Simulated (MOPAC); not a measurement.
MOPAC input (PM3):

```
PM3 1SCF CHARGE=1 GEO-OK AUX(PRECISION=9) THREADS=1
HNP

N    -0.00000000 1   -0.00000000 1   -0.90472069 1
P     0.00000000 1    0.00000000 1    0.55016401 1
H    -0.00000000 1   -0.00000000 1   -1.91941528 1
```

From the last part of the output:

```
                                                       MOPAC v23.2.5 Linux

          FINAL HEAT OF FORMATION =        190.67928 KCAL/MOL =     797.80211 KJ/MOL

          COSMO AREA              =         69.37 SQUARE ANGSTROMS
          COSMO VOLUME            =         51.58 CUBIC ANGSTROMS

          IONIZATION POTENTIAL    =         17.879895 EV
          HOMO LUMO ENERGIES (EV) =        -17.880 -6.545
          NO. OF FILLED LEVELS    =          5
          MOLECULAR WEIGHT        =         45.9884         POINT GROUP:  C*v

          MOLECULAR DIMENSIONS (Angstroms)

            Atom       Atom       Distance
            H     3    P     2     2.46958
            H     3    P     2     0.00000
            N     1    P     2     0.00000

          SCF CALCULATIONS        =          1

   ATOM   CHEMICAL          X               Y               Z
  NUMBER   SYMBOL      (ANGSTROMS)     (ANGSTROMS)     (ANGSTROMS)

     1       N         -0.00000000  *  -0.00000000  *  -0.90472069  *
     2       P          0.00000000  *   0.00000000  *   0.55016401  *
     3       H         -0.00000000  *  -0.00000000  *  -1.91941528  *

                             CARTESIAN COORDINATES

   1    N       -0.000000000    -0.000000000    -0.904720690
   2    P        0.000000000     0.000000000     0.550164010
   3    H       -0.000000000    -0.000000000    -1.919415280

           Empirical Formula: H N P  =     3 atoms

      MOLECULAR POINT GROUP   :   C*v

                  EIGENVALUES
 -35.28225 -25.52759 -18.13280 -17.87989 -17.87989  -6.54472  -6.54472  -5.36261
  -1.07907

              NET ATOMIC CHARGES AND DIPOLE CONTRIBUTIONS

  ATOM NO.   TYPE          CHARGE      No. of ELECS.   s-Pop       p-Pop
    1          N          -0.324838        5.3248     1.48971     3.83513
    2          P           1.119909        3.8801     1.88705     1.99304
    3          H           0.204929        0.7951     0.79507
 DIPOLE           X         Y         Z       TOTAL
 POINT-CHG.     0.000     0.000     2.227     2.227
 HYBRID         0.000    -0.000    -2.132     2.132
 SUM            0.000    -0.000     0.095     0.095

          ATOMIC ORBITAL ELECTRON POPULATIONS

     Atom    s        px        py        pz
    1  N   1.48971   1.34965   1.34965   1.13582
    2  P   1.88705   0.65035   0.65035   0.69235
    3  H   0.79507

 **********************
 *                    *
 * JOB ENDED NORMALLY *
 *                    *
 **********************

 == MOPAC DONE ==
```

The dipole moment of an ion depends on the origin.

The geometry given is a B3LYP-D3(BJ)/def2-TZVP minimum.
